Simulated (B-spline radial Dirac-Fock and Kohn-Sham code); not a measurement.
**Photoabsorption cross section of Ir³⁺ by shell**

System: the Ir³⁺ ion, 1s2 2s2 2p6 3s2 3p6 3d10 4s2 4p6 4d10 4f14 5s2 5p6 5d6.

The computed values come from a radial finite-basis atomic code: independent-particle photoionisation in a Dirac-Hartree-Slater potential with a Latter tail, all multipoles, thresholds from Dirac-Fock ΔSCF.

Computed thresholds (eV): K 76152.4, L1 13471.2, L2 12869.9, L3 11260.8, M1 3224.7, M2 2958.0, M3 2601.6, M4 2162.0, M5 2086.5, N1 742.1, N2 629.3, N3 544.7, N4 359.6, N5 343.9, N6 106.7, N7 103.7, O1 143.9, O2 106.1, O3 92.35, O4 42.90, O5 41.49.

| photon energy (eV) | total (b) | K (%) | L (%) | M (%) | N (%) | O (%) |
| --- | --- | --- | --- | --- | --- | --- |
| 133 | 2.488e+06 | – | – | – | 69.3 | 30.7 |
| 178 | 4.604e+06 | – | – | – | 90.9 | 9.1 |
| 210 | 5.505e+06 | – | – | – | 93.8 | 6.2 |
| 367 | 5.169e+06 | – | – | – | 95.7 | 4.3 |
| 437 | 4.357e+06 | – | – | – | 95.5 | 4.5 |
| 623 | 2.929e+06 | – | – | – | 95.3 | 4.7 |
| 1130 | 1.080e+06 | – | – | – | 94.2 | 5.8 |
| 1370 | 734700 | – | – | – | 93.7 | 6.3 |
| 1420 | 682500 | – | – | – | 93.6 | 6.4 |
| 1440 | 663100 | – | – | – | 93.6 | 6.4 |
| 1720 | 456000 | – | – | – | 93.0 | 7.0 |
| 2610 | 849500 | – | – | 78.6 | 19.6 | 1.8 |
| 3430 | 491200 | – | – | 80.4 | 17.9 | 1.8 |
| 5770 | 137000 | – | – | 79.9 | 18.0 | 2.1 |
| 5930 | 127900 | – | – | 79.8 | 18.0 | 2.1 |
| 6250 | 112000 | – | – | 79.8 | 18.0 | 2.2 |
| 9220 | 41290 | – | – | 79.3 | 18.3 | 2.4 |
| 14600 | 51270 | – | 75.8 | 19.0 | 4.5 | 0.7 |
| 16100 | 39890 | – | 76.1 | 18.9 | 4.4 | 0.7 |
| 33000 | 5954 | – | 76.8 | 18.1 | 4.4 | 0.7 |
| 38600 | 3891 | – | 76.9 | 18.0 | 4.3 | 0.7 |
| 53400 | 1598 | – | 77.0 | 17.9 | 4.4 | 0.8 |
| 69400 | 774.6 | – | 77.0 | 17.8 | 4.4 | 0.8 |
| 120000 | 893.2 | 81.1 | 14.6 | 3.4 | 0.8 | 0.1 |

Run: 5.3 s of CPU time on 1 thread of Neoverse-V2 (shared host), peak memory 0.48 GiB.
